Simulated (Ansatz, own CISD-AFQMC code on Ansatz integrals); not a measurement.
C3H5N, SMILES `CC=C=N` (charge 0, multiplicity 1).

Cartesian coordinates (Å):
SMILES: CC=C=N
```xyz
9

C     -1.2476    -0.3808    -0.0302
C     -0.0186     0.3403    -0.5181
C      1.0972     0.4205     0.1573
N      2.0928     0.5991     0.8455
H     -1.5225    -1.1949    -0.7056
H     -2.1004     0.3001     0.0273
H     -1.0888    -0.8040     0.9611
H     -0.0417     0.8196    -1.4900
H      2.8296    -0.1000     0.7526
```
Charge 0, spin multiplicity 1.

Frozen-core correlation energies in cc-pVDZ at a geometry from B3LYP-D3(BJ)/def2-TZVP, on an HF energy of -170.92465 Ha (<S^2> = 0.00). Wave-function levels are from Ansatz, the walk from an own CISD-AFQMC code on Ansatz integrals (time step 0.005/Ha, trial state from CCSD amplitudes, largest double 0.06).

| level | correlation energy (mHa) |
|---|---|
| MP2 | -561.5 |
| CCSD | -598.8 |
| CCSD(T) | -620.9 |

What correlation energy does phaseless AFQMC give, and where does it lie among these levels?

-622.9 ± 0.4 mHa (one standard error). AFQMC minus each level: MP2 -61.3 mHa, CCSD -24.1 mHa, CCSD(T) -1.9 mHa.
